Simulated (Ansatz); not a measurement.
Geometry optimisation, Ansatz, RKS PBE/def2-SVP.

Input:

```yaml
crystal:
  periodic: [false, false, false]
  atoms:
    - { symbol: Ta, position_ang: [0.0, 0.0, 0.0] }
    - { symbol: "N", position_ang: [2.51, 0.0, 0.0] }
    - { symbol: H, position_ang: [3.04, -0.5118, 0.762] }
    - { symbol: H, position_ang: [3.04, 0.5118, -0.762] }
    - { symbol: Cl, position_ang: [0.0, 0.0, 2.47] }
    - { symbol: Cl, position_ang: [0.0, 0.0, -2.47] }
    - { symbol: Cl, position_ang: [-1.235, 2.139, 0.0] }
    - { symbol: Cl, position_ang: [-1.235, -2.139, 0.0] }
    - { symbol: O, position_ang: [0.7315, -1.8635, 1.1725] }
    - { symbol: H, position_ang: [0.1654, -2.662, 0.9237] }
    - { symbol: H, position_ang: [1.9671, -1.1737, 0.7385] }
basis:
  gaussian: { orbitals: def2-SVP }
hamiltonian:
  xc: pbe
relax:
  f_tol: 0.15
  max_steps: 25
  restrain:
    - { distance: [0, 8], at: 3.22, k: 30.0 }
    - { distance: [10, 1], at: 2.26, k: 30.0 }
    - { distance: [0, 1], at: 2.16, k: 30.0 }
    - { distance: [10, 8], at: 1.01, k: 30.0 }
```

Run as:

```bash
$ ansatz run input.yaml --threads 4 --pin off --max-ram 5120MiB --backend cpu --events-out ev --progress --plain --runs-dir out
```

Where does it end, and by what steps?

It converged. The restraints hold the end off the free minimum; the threshold counts their pulls, which the force column leaves out. Restrained pairs: Ta1–O9 (2.32 → 3.21 Å), N2–H11 (1.49 → 2.26 Å), Ta1–N2 (2.51 → 2.11 Å), O9–H11 (1.48 → 0.99 Å). After 16 steps the energy has fallen by 5.977 eV (the restraints' own energy left out); H10 moved furthest, 1.33 Å.

```json
{"step": "0", "energy less start (eV)": "0.0000", "largest force component (eV/Å)": "4.906", "accepted": "yes"}
{"step": "1", "energy less start (eV)": "-1.0412", "largest force component (eV/Å)": "4.191", "accepted": "yes"}
{"step": "2", "energy less start (eV)": "-2.0335", "largest force component (eV/Å)": "3.002", "accepted": "yes"}
{"step": "3", "energy less start (eV)": "-3.0975", "largest force component (eV/Å)": "2.995", "accepted": "yes"}
{"step": "4", "energy less start (eV)": "-4.3616", "largest force component (eV/Å)": "2.334", "accepted": "yes"}
{"step": "5", "energy less start (eV)": "-5.2084", "largest force component (eV/Å)": "1.893", "accepted": "yes"}
{"step": "6", "energy less start (eV)": "-5.5453", "largest force component (eV/Å)": "1.927", "accepted": "yes"}
{"step": "7", "energy less start (eV)": "-5.7465", "largest force component (eV/Å)": "1.772", "accepted": "yes"}
{"step": "8", "energy less start (eV)": "-5.8090", "largest force component (eV/Å)": "1.779", "accepted": "yes"}
{"step": "9", "energy less start (eV)": "-5.8849", "largest force component (eV/Å)": "1.824", "accepted": "yes"}
{"step": "10", "energy less start (eV)": "-5.9243", "largest force component (eV/Å)": "1.806", "accepted": "yes"}
{"step": "11", "energy less start (eV)": "-5.9560", "largest force component (eV/Å)": "1.763", "accepted": "yes"}
{"step": "12", "energy less start (eV)": "-5.9666", "largest force component (eV/Å)": "1.874", "accepted": "yes"}
{"step": "13", "energy less start (eV)": "-5.9237", "largest force component (eV/Å)": "1.558", "accepted": "no"}
{"step": "14", "energy less start (eV)": "-5.9723", "largest force component (eV/Å)": "1.557", "accepted": "yes"}
{"step": "15", "energy less start (eV)": "-5.9716", "largest force component (eV/Å)": "1.793", "accepted": "yes"}
{"step": "16", "energy less start (eV)": "-5.9767", "largest force component (eV/Å)": "1.668", "accepted": "yes"}
```

```xyz
11
Properties=species:S:1:pos:R:3
Ta -0.077 0.185 0.130
N 2.028 0.239 0.208
H 2.556 0.520 1.041
H 2.631 0.106 -0.611
Cl 0.106 0.531 2.428
Cl 0.343 -0.667 -2.023
Cl -0.874 2.243 -0.466
Cl -1.949 -1.183 0.376
O 1.215 -2.637 0.939
H 1.097 -3.081 0.077
H 1.908 -1.955 0.736
```

Time of the run: 56 s on 4 threads of Arm Neoverse V2 (shared host), peak memory 0.25 GiB.
